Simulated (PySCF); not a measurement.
## Ru: ionisation energy

Ru [Kr] 4d7 5s1 (5F) → Ru⁺ [Kr] 4d7 (4F), as a difference of total energies. All numbers are calculated (PySCF 2.14, the spin-free X2C one-electron Hamiltonian (Gaussian nucleus), in ANO-RCC-VTZP). Correlated levels: valence and next inner shell: [Ar] 3d10 frozen. The calculations carry no spin-orbit coupling.

| method | ionisation energy (eV) |
| --- | --- |
| UHF | 6.311 |
| MP2 (valence and next inner shell) | 7.393 |
| SCS-MP2 (valence and next inner shell) | 7.101 |
| CCSD (valence and next inner shell) | 7.230 |
| CCSD(T) (valence and next inner shell) | 7.319 |

Question: How much does correlation contribute at CCSD(T) (valence and next inner shell)?

Answer: 7.319 − (6.311) = 1.008 eV, measured against UHF.

A first-order spin-orbit estimate (lowest level to lowest level, LS coupling) adds -0.006 eV.

Errors of the correlated levels include the incompleteness of this basis and the frozen core.

For comparison: 7.361 eV (measured; NIST Atomic Spectra Database, ionization energies).
